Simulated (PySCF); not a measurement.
Gas-phase reaction: 5 SnH2Cl2 + SnH2 ⇌ 2 SnCl3 + 4 SnH3Cl

Computed with PySCF (xtb for GFN2) and rigid-rotor harmonic-oscillator thermochemistry at 1 bar. † marks an energy on the PBE0/def2-TZVP geometry and frequencies; other levels use their own. MP2 freezes the core. Open shells (unrestricted): SnCl3 (multiplicity 2); the rest are closed-shell singlets. GFN2 has no spin-polarisation term. B3LYP is the form with VWN-RPA correlation. Sn: scalar-relativistic def2 core potential, no spin-orbit coupling. SnH2Cl2, SnH2, SnCl3, SnH3Cl: computed as isolated molecules; such fragments, hydroxides, amides, oligomers or adducts are transient or little studied in the gas. MP2 isn't extrapolated to the basis-set limit; its ΔH°(298 K) is 75.6 kJ in def2-SVP and 86.5 kJ in def2-TZVPP. The harmonic model lacks anharmonicity and excited electronic states, which grow with temperature; levels with a mode under 35 cm⁻¹ are left out. Soft modes under 120 cm⁻¹ make the harmonic entropy rough for SnH2Cl2, SnCl3.

```csv
level,"ΔE electronic, kJ","ΔH°(298 K), kJ","ΔS°(298 K), J/K","ΔG°(1000 K), kJ"
B3LYP/def2-TZVP†,46,50,4,48
BLYP/def2-TZVP†,30,34,4,31
GFN2-xTB,-66,-48,6,-48
HF/def2-TZVP†,44,48,4,45
M06-2X/def2-TZVP†,50,54,4,52
MP2/def2-SVP†,72,76,4,73
MP2/def2-TZVPP†,83,87,4,84
PBE0/def2-SVP†,49,53,4,50
PBE0/def2-TZVP,50,54,4,51
ωB97M-V/def2-TZVP†,68,72,4,70
```
ΔH° is lowest at GFN2-xTB and highest at MP2/def2-TZVPP†. No reference value is set beside these.
